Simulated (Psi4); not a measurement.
AlBr3 (SMILES [Br][Al]([Br])[Br]), singlet, geometry from GFN2-xTB (such geometries of metal compounds can be far from the true shape). Base run: CAM-B3LYP/cc-pVTZ in Psi4.

Psi4 was given this input:
```
memory 2 GB

molecule mol {
0 1
  Al   -0.000000   -0.000000    0.000000
  Br   -1.799075   -1.338900   -0.104486
  Br   -0.015451    1.984855   -1.048978
  Br    1.814526   -0.645954    1.153464
}

set basis cc-pvtz
set reference rks

energy('cam-b3lyp')
print_variables()
```

The base run was repeated with changes; each row names its change, and settings that it needs were set with it.

```json
[
 {"change": "base", "ΔE vs base (mEh)": "0.000", "point group used": "c1", "SCF cycles": "7"},
 {"change": "molecule keys = no_reorient", "ΔE vs base (mEh)": "0.000", "point group used": "c1", "SCF cycles": "7"},
 {"change": "molecule keys = symmetry c1", "ΔE vs base (mEh)": "0.000", "point group used": "c1", "SCF cycles": "7"},
 {"change": "molecule keys = symmetry c1, no_reorient, no_com", "ΔE vs base (mEh)": "0.000", "point group used": "c1", "SCF cycles": "7"},
 {"change": "jitter_ang = 0.002", "ΔE vs base (mEh)": "-0.091", "point group used": "c1", "SCF cycles": "7"}
]
```
